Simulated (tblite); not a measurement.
C5H2F3O3 (doublet state).
Structure used (GFN2-xTB), in Å, numbered top down from 1:
```xyz
13
C5H2F3O3 angstrom
O      2.1644    1.1084    1.8354
C      1.6181    0.3868    1.0505
C      2.0056   -0.8118    0.3625
C      0.9513   -1.2190   -0.4356
C     -0.0545   -0.2863   -0.2354
O     -1.2760   -0.2951   -0.8232
C     -2.1403    0.6930   -0.5157
F     -3.2520    0.4823   -1.2028
F     -1.6872    1.9002   -0.8394
F     -2.4611    0.7207    0.7743
O      0.2755    0.6667    0.6158
H      2.9628   -1.2771    0.4793
H      0.8890   -2.0683   -1.0835
```

All values are computed: GFN2-xTB (tblite) harmonic vibrations without scaling, gas phase. Errors from tens to a few hundred cm⁻¹ against measured bands are possible. One conformer, not necessarily the lowest. Open shells enter through the occupations alone, without spin polarisation, and single modes of such species can be off by tens of per cent.

Harmonic wavenumbers (cm⁻¹): 47.9, 60.1, 98.0, 184.4, 279.0, 288.5, 341.1, 398.2, 469.3, 507.8, 549.7, 585.4, 608.4, 638.7, 644.9, 719.5, 762.4, 790.0, 824.1, 870.7, 984.1, 1030.7, 1039.0, 1084.9, 1126.3, 1141.6, 1223.1, 1350.7, 1421.1, 1481.5, 1764.1, 3187.0, 3197.8.

A = 2668, B = 716.4, C = 625.8 MHz; mass 166.996 u (most abundant isotopes); point group Cs, symmetry number 1; spin multiplicity 2.

What is the zero-point energy?

½Σν̃ = 14850 cm⁻¹ = 42.46 kcal/mol.

What is S at 298.15 K and 1 bar for an ideal gas of classical rigid rotors and harmonic oscillators?

Translation 41.27, rotation 29.98, vibration 25.55, spin (R ln 2) 1.38: S = 98.2 cal/(mol K).

And Cp and H(298.15 K) − H(0)?

Cp = 35.57 cal/(mol K), of which vibrations give 27.62 (their classical limit is 33 R = 65.6); H(298.15 K) − H(0) = 6.40 kcal/mol without the zero-point energy, 4.03 from vibrations.

Which modes carry the vibrational entropy at 298.15 K?

47.9 cm⁻¹: 4.90; 60.1 cm⁻¹: 4.45; 98.0 cm⁻¹: 3.49; 184.4 cm⁻¹: 2.28; 279.0 cm⁻¹: 1.54; 288.5 cm⁻¹: 1.48 cal/(mol K); the other 27 give 7.39 together.

How do the functions run with temperature in this model?

```json
{"T (K)": "100", "S (cal/(mol K))": "71.6", "Cp (cal/(mol K))": "16.6", "H − H(0) (kcal/mol)": "1.23", "G − H(0) (kcal/mol)": "-5.93", "ln q(vib)": "1.64"}
{"T (K)": "200", "S (cal/(mol K))": "85.9", "Cp (cal/(mol K))": "26.2", "H − H(0) (kcal/mol)": "3.36", "G − H(0) (kcal/mol)": "-13.83", "ln q(vib)": "3.85"}
{"T (K)": "300", "S (cal/(mol K))": "98.4", "Cp (cal/(mol K))": "35.7", "H − H(0) (kcal/mol)": "6.46", "G − H(0) (kcal/mol)": "-23.05", "ln q(vib)": "6.10"}
{"T (K)": "500", "S (cal/(mol K))": "120.2", "Cp (cal/(mol K))": "49.5", "H − H(0) (kcal/mol)": "15.11", "G − H(0) (kcal/mol)": "-44.98", "ln q(vib)": "10.65"}
{"T (K)": "800", "S (cal/(mol K))": "146.0", "Cp (cal/(mol K))": "59.8", "H − H(0) (kcal/mol)": "31.72", "G − H(0) (kcal/mol)": "-85.09", "ln q(vib)": "17.03"}
{"T (K)": "1000", "S (cal/(mol K))": "159.8", "Cp (cal/(mol K))": "63.4", "H − H(0) (kcal/mol)": "44.08", "G − H(0) (kcal/mol)": "-115.71", "ln q(vib)": "20.84"}
```

q(vib) and H(0) count from the zero-point level.

Blend soft modes into free rotors: weight 1/[1 + (100 cm⁻¹/ν̃)⁴] for the oscillator and the rest for a rotor with moment μB/(μ + B), μ = h/(8π²ν), B = 10⁻⁴⁴ kg m². What vibrational entropy results?

23.02 cal/(mol K) in place of 25.55, which changes −T·S at 298.15 K by +0.75 kcal/mol.

Hindered rotation and anharmonicity are outside this model. Other conformers, if any are populated, would add a mixing term that is left out.
